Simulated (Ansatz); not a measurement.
Program: Ansatz. Geometries: PBE0-D4/def2-TZVP. ΔE: electronic, gas phase. CCSD(T)/CBS is the MP2 limit (def2-TZVPP, def2-QZVPP) plus CCSD(T) − MP2 in def2-TZVPP, frozen cores. This one scheme is used for every species, atoms too. Functionals use def2-TZVPP. Open shells (•) are unrestricted, without spin–orbit coupling. Spin–orbit coupling would lower the free atoms: a little for Al, C, F.

`F[C]1=C[CH2][AlH]1` → Al• + 3 C• + F• + 4 H•  (atomization)

```
         level  ΔE (kJ/mol)
   LDA (SPW92)       4052.5
         BHLYP       3339.5
MP2/def2-QZVPP       3537.4
CCSD/CBS(def2)       3417.7
```

Task: What does CCSD(T)/CBS give? (Estimate.)

Result: Computed: +3482.5 kJ/mol. The listed levels differ from it by 570.0, -143.0, 54.9, -64.8 kJ/mol.

Largest T1 diagnostic among the species: 0.018.

From r2SCAN to r2SCAN0 (25 % exact exchange), in def2-TZVPP and without D4, ΔE moves by −66.8 kJ/mol: exact exchange takes away binding that semilocal exchange gives to molecules. The D4 term adds +27.1 kJ/mol with B3LYP and +13.9 kJ/mol with PBE0; it sums over pairs of atoms, weighted by their polarisabilities, and B3LYP, whose exchange is more repulsive, gets the larger term.

B3LYP here is the variant with VWN-RPA as its local correlation; programs differ in this.

For atomizations the MP2-based limit and the directly extrapolated one differ by several kJ/mol either way, and by 10 to 25 for some Ge, Se and Sn compounds, so smaller differences from it don't rank the levels.
